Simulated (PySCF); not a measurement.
Identify the unknown among the candidates.

All candidates are C6H7FN2.

| technique | computed result |
| --- | --- |
| 1H NMR | chemical shifts (computed TMS as zero) by class: 7.01 (1 H), 2.94 (3 H), 2.94 (3 H) ppm [GIAO PBE0/pcSseg-1] |
| 13C NMR | chemical shifts (computed TMS as zero) by class: 171.9 (1 C), 163.8 (1 C), 153.0 (1 C), 115.6 (1 C), 24.7 (1 C), 19.9 (1 C) ppm [GIAO PBE0/pcSseg-1] |
| Dipole | 2.70 D [PBE0/def2-SVPD] |
| UV, first state | lowest singlet excitation: 3.61 eV (343 nm, f = 0.003) [TDDFT PBE0/def2-SVPD] |
| Rotational structure | rotational constants A, B, C: 3.096, 1.366, 0.959 GHz [GFN2-xTB] |
| NMR, other nuclei | isotropic shieldings of nuclei other than C and H, by class: -198 (1 N), -177 (1 N), 298 (1 F) ppm [GIAO PBE0/pcSseg-1] |
| UV, strongest line | among the 8 lowest singlet transitions: S6 at 6.42 eV (193 nm, f = 0.047) [TDDFT PBE0/def2-SVPD] |
| Triplet | lowest triplet excitation (Tamm–Dancoff): 2.86 eV [TDA PBE0/def2-SVPD] |

The electronic properties come from PySCF, for the isolated species, density fitting. Levels stand in brackets. Isolated species at its GFN2-xTB geometry, gas phase. NMR classes are plain means over equivalent atoms (diastereotopic ones count apart unless rotation or inversion swaps them), as if these changed places fast.

Task: Which candidate is it?
A. `Cc1cc(F)c(C)nn1`
B. `[H]/N=C1\CCC[C@]1(F)C#N`
C. `NCc1ccc(F)nc1`

Result: A. It is `Cc1cc(F)c(C)nn1`. Numbering: `[CH3:1][c:2]1[cH:3][c:4]([F:5])[c:6]([CH3:7])[n:8][n:9]1`. Its formula, C6H7FN2, gives 4 degrees of unsaturation: 1 ring and 3 π bonds in the structure found (Kekulé form). 6 carbons fall into 6 classes; from least to most shielded: aromatic C–F carbon [C4] (171.9 ppm), substituted aromatic carbon [C2] (163.8 ppm), substituted aromatic carbon [C6] (153.0 ppm), aromatic CH carbon [C3] (115.6 ppm), benzylic-type carbon [C1] (24.7 ppm), benzylic-type carbon [C7] (19.9 ppm). Hydrogen classes from least to most shielded: 1 H on an aromatic CH carbon, C3 (7.01 ppm), 3 H on a benzylic-type carbon, C1 (2.94 ppm), 3 H on a benzylic-type carbon, C7 (2.94 ppm). The other shieldings belong to: -198 ppm, pyridine-type nitrogen [N8]; -177 ppm, pyridine-type nitrogen [N9]; 298 ppm, aryl fluorine [F5]. S1 is mainly HOMO→LUMO (weight 0.99); the largest Löwdin shares of the orbital it empties are 0.40 on a pyridine-type nitrogen, 0.37 on a pyridine-type nitrogen, 0.08 on a substituted aromatic carbon and 0.07 on a substituted aromatic carbon, of the orbital it fills 0.23 on a pyridine-type nitrogen, 0.22 on the aromatic CH carbon, 0.16 on the aromatic C–F carbon and 0.13 on a pyridine-type nitrogen. The optimised geometry has point group Cs and is an asymmetric top.

The others, at the same levels:
- `NCc1ccc(F)nc1` fails: its computed 13C shifts are 173.0 (1 C), 153.1 (1 C), 145.5 (1 C), 144.9 (1 C), 114.8 (1 C), 50.3 (1 C) ppm, 1H shifts are 8.43 (1 H), 7.85 (1 H), 7.04 (1 H), 3.86 (2 H), 0.69 (2 H) ppm and rotational constant A is 4.630 GHz (against 3.096 GHz).
- `[H]/N=C1\CCC[C@]1(F)C#N` fails: its computed 13C shifts are 184.6 (1 C), 122.4 (1 C), 90.4 (1 C), 43.2 (1 C), 37.1 (1 C), 21.6 (1 C) ppm, 1H shifts are 11.83 (1 H), 2.80 (1 H), 2.49 (1 H), 2.38 (1 H), 2.32 (1 H), 1.94 (1 H), 1.87 (1 H) ppm and lowest singlet excitation is 4.66 eV (266 nm, f = 0.004) (against 3.61 eV).

Each candidate is one conformer, not necessarily the lowest. The conformers computed, where there is a choice (atom-mapped SMILES and torsion angles):
- `[NH2:1][CH2:2][c:3]1[cH:4][cH:5][c:6]([F:7])[n:8][cH:9]1`: N1–C2–C3–C4 82°, H–N1–C2–C3 -59°, H–N1–C2–C3 60°

The conformers of `[H]/N=C1\CCC[C@]1(F)C#N` aren't listed.
